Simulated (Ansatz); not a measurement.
Geometry optimisation, Ansatz, RKS CAM-B3LYP-D4/def2-SVP.

Input file:

```yaml
crystal:
  periodic: [false, false, false]
  atoms:
    - { symbol: B, position_ang: [0.0, 0.0, 0.0] }
    - { symbol: F, position_ang: [0.0, 0.0, 1.67] }
    - { symbol: O, position_ang: [1.2211, 0.0, -0.705] }
    - { symbol: H, position_ang: [1.5209, -0.9519, -0.8599] }
    - { symbol: F, position_ang: [-1.1431, 0.0, -0.66] }
    - { symbol: O, position_ang: [0.0766, 1.621, 0.5392] }
    - { symbol: H, position_ang: [0.4753, 1.6492, 1.4668] }
    - { symbol: H, position_ang: [0.0485, 1.0264, 1.5024] }
basis:
  gaussian: { orbitals: def2-SVP }
hamiltonian:
  xc: cam_b3lyp
  dispersion: d4
relax:
  f_tol: 0.15
  max_steps: 25
  restrain:
    - { distance: [0, 5], at: 1.41, k: 30.0 }
    - { distance: [7, 1], at: 0.92, k: 30.0 }
    - { distance: [0, 1], at: 2.52, k: 30.0 }
    - { distance: [7, 5], at: 2.21, k: 30.0 }
```

Run as:

```bash
$ ansatz run input.yaml --threads 2 --pin off --max-ram 3072MiB --backend cpu --events-out ev --progress --plain --runs-dir out
```

Task: Where does it end, and by what steps?

Result: It converged. The restraints hold the end off the free minimum. After 11 steps the energy has fallen by 5.950 eV (the restraints' own energy left out); H7 moved furthest, 1.15 Å. The start is strongly strained (largest force component 8 eV/Å), so its close contacts needn't be bonds. Parted: H7–H8 (0.76 → 2.70 Å).

```
step  energy less start (eV)  largest force component (eV/Å)  accepted
   0                  0.0000                           8.100       yes
   1                 -2.4539                           5.386       yes
   2                 -3.6891                           5.094       yes
   3                 -4.7414                           2.958       yes
   4                 -5.2388                           2.021       yes
   5                 -5.5096                           0.790       yes
   6                 -5.6802                           1.427       yes
   7                 -5.8873                           0.756       yes
   8                 -5.9104                           0.898       yes
   9                 -5.9205                           1.184        no
  10                 -5.9403                           0.889       yes
  11                 -5.9501                           0.788       yes
```

```xyz
8
Properties=species:S:1:pos:R:3
B 0.152 0.488 -0.211
F -0.120 -0.398 2.136
O 1.350 -0.012 -0.582
H 1.286 -0.902 -0.947
F -0.983 -0.141 -0.497
O 0.059 1.722 0.402
H 0.926 2.127 0.525
H -0.471 0.459 2.128
```

Run time: 25 s on 2 threads of Arm Neoverse V1 (shared host), peak memory 0.18 GiB.
